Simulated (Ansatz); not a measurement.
A single point on `C[C@@]1(F)N[Si@@H]1N`.

```yaml
crystal:
  periodic: [false, false, false]
  atoms:
    - {symbol: C, position_ang: [0.511014, -1.801652, 0.765151]}
    - {symbol: C, position_ang: [0.460193, -0.336877, 0.455381]}
    - {symbol: F, position_ang: [1.140037, 0.341094, 1.481611]}
    - {symbol: N, position_ang: [0.855272, 0.110517, -0.848768]}
    - {symbol: Si, position_ang: [-0.726271, 0.622515, -0.593503]}
    - {symbol: N, position_ang: [-1.079665, 2.271160, -0.472106]}
    - {symbol: H, position_ang: [1.548036, -2.156640, 0.740321]}
    - {symbol: H, position_ang: [-0.067243, -2.367939, 0.033091]}
    - {symbol: H, position_ang: [0.107775, -2.000847, 1.758987]}
    - {symbol: H, position_ang: [1.621342, -0.247756, -1.396624]}
    - {symbol: H, position_ang: [-1.870893, -0.018797, -1.282257]}
    - {symbol: H, position_ang: [-2.006727, 2.628958, -0.624055]}
    - {symbol: H, position_ang: [-0.472468, 2.921461, -0.002328]}
basis:
  gaussian: {orbitals: def2-QZVPP}
correlation: {method: mp2}
```

```sh
$ ansatz run in.yaml --threads 2 --pin off --events-out ev --progress --plain --max-ram 22528MiB --backend cuda --devices 0, --max-vram 18GiB
```

Output, abridged:

```
Functional definition: HF
3389 factors; integrals over basis functions are off by at most 8.5e-4 eV
mean field evaluation 1: about -15701.4152 eV, gradient 5.3e1 eV
mean field evaluation 2: about -15701.5849 eV, gradient 5.3e1 eV
mean field evaluation 4: about -15707.5167 eV, gradient 4.7e0 eV
mean field evaluation 8: about -15707.6003 eV, gradient 3.2e-1 eV
mean field -15707.60077088 eV, -577.2436813356 hartree, gradient 3.5e-6 eV, S^2 0.000000; 0 other end points of the search recorded, 0 dependent functions left out
10 core orbitals not correlated: weight in the atoms' cores, before any rotation towards them, 1.000 or more for the frozen orbitals, at most 0.000 for the correlated occupied ones
reference -15707.60077088 eV, -577.2436813356 hartree; 18, 18 occupied and 537, 537 virtual orbitals, 3389 factors
second order -32.95162508 eV of doubles, -0.00000000 eV of singles
Total energy: -15740.55239596 eV, -578.4546312218 hartree
```

It took 4.4 s on 2 threads of an AMD EPYC 7R13 on a shared host and a share of an NVIDIA H100 80 GB, with 1.1 GiB of host memory at the peak.
